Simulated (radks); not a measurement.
Values are calculated unless marked as measured or tabulated.
Ionisation of Pm, [Xe] 4f5 6s2, to Pm+, [Xe] 4f5 6s1, under several functionals. Scalar-relativistic Kohn-Sham, spin-polarised, spherical densities, finite nucleus; open shells are filled with parallel spins first (spin-orbit coupling, left out, can overturn this in heavy ions); a radial shooting solver on a logarithmic mesh with Libxc functionals.

| functional | E(Pm) (hartree) | Exc (hartree) | IE (eV) | -e(HOMO) (eV) | <r> HOMO (bohr) | IE error (eV) |
|---|---|---|---|---|---|---|
| B86b exchange with PBE correlation | -10021.0541 | -229.7447 | 5.518 | 3.165 | 1.042 | -0.064 |
| BP86 | -10021.6177 | -230.3075 | 5.661 | 3.233 | 1.043 | +0.080 |
| HCTH/407 | -10026.1805 | -235.1663 | 5.985 | 3.398 | 4.553 | +0.403 |
| PBE | -10020.1236 | -228.8089 | 5.513 | 3.158 | 1.042 | -0.068 |
| Wu-Cohen GGA | -10019.2079 | -227.8887 | 5.418 | 3.169 | 1.042 | -0.164 |
| r2SCAN | -10021.2526 | -229.3501 | 5.191 | 3.310 | 1.033 | -0.391 |
| PBEsol | -10016.5269 | -225.1936 | 5.492 | 3.189 | 1.042 | -0.090 |
| AM05 | -10013.3481 | -222.0131 | 5.434 | 3.215 | 1.040 | -0.147 |
| revPBE | -10020.4062 | -229.0955 | 5.436 | 3.149 | 1.041 | -0.146 |
| PW91 | -10021.3388 | -230.0340 | 5.546 | 3.203 | 1.042 | -0.036 |
| OLYP | -10023.8352 | -232.6961 | 5.336 | 3.117 | 4.561 | -0.246 |
| exchange-only PBE | -10016.7613 | -225.3908 | 4.898 | 2.255 | 1.049 | -0.684 |

NIST Atomic Spectra Database: 5.582 eV (measured). Closest: PW91. The Delta-SCF values span 1.09 eV, the total energies 12.83 hartree. The highest occupied level is 4f. Open shells are spherical and high-spin; term and fine-structure splittings are not resolved. Spin-orbit splitting is averaged out at the scalar-relativistic level.
